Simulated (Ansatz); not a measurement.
`CC[Si]Br` + NH₃ → `N[Si]Br` + `CC` at 298.15 K and 1 bar (ligand exchange at the Si–C bond).

Calculated with Ansatz (gas phase, PBE0-D4/def2-TZVP geometries, no zero-point term in ΔE). CCSD(T)/CBS is the MP2 limit (def2-TZVPP, def2-QZVPP) plus CCSD(T) − MP2 in def2-TZVPP, frozen cores. This one scheme is used for every species. For Br outer-core shells are correlated without core-valence functions, which leaves a few kJ/mol of doubt a bond. Scalar relativity is left out up to krypton. One conformer a species, not always the lowest.

```
   species  CCSD(T)/CBS energy (Eh)  H − E (kJ/mol)  S (J/(mol·K))
`CC[Si]Br`              -2941.51653           190.5          345.0
       NH₃                -56.50880           100.5          192.4
 `N[Si]Br`              -2918.35423            86.0          293.9
      `CC`                -79.71954           207.7          227.7
```

H − E and S are ideal-gas, rigid-rotor, harmonic terms from PBE0-D4/def2-TZVP, for one conformer and one mirror image of each species. 1 Eh = 2625.50 kJ/mol, R = 8.31446 J/(mol·K).

Q: By hand: ΔE, ΔH, ΔS and ΔG.

A: ΔE = (-2918.35423) + (-79.71954) − (-2941.51653) − (-56.50880) = -0.04844 Eh = -127.2 kJ/mol. Δ(H − E) = 86.0 + 207.7 − 190.5 − 100.5 = 2.7, so ΔH = -124.5 kJ/mol. ΔS = 293.9 + 227.7 − 345.0 − 192.4 = -15.8 J/(mol·K). ΔG = -124.5 − 298.15 × (-15.8)/1000 = -119.8 kJ/mol.

Q: By hand: the equilibrium constant, and the temperature at which ΔG would vanish if ΔH and ΔS stayed fixed.

A: log₁₀ K = −ΔG/(RT ln 10) = 21.0. ΔG = 0 at ΔH/ΔS = 7880 K, far beyond where these terms or the molecules hold.

ΔH outweighs TΔS. A doubt of 5 kJ/mol in ΔE shifts log₁₀ K by 0.9 here. Other conformers and mirror images would add mixing entropy, several J/(mol·K) or more a flexible species. Modes under 60 cm⁻¹, often nearly free rotors, make the harmonic entropy too high. These are equilibria of isolated gas molecules and say nothing of rates. Largest T1 diagnostic: 0.011 (customary marks: 0.02 for closed shells, 0.045 for open ones).
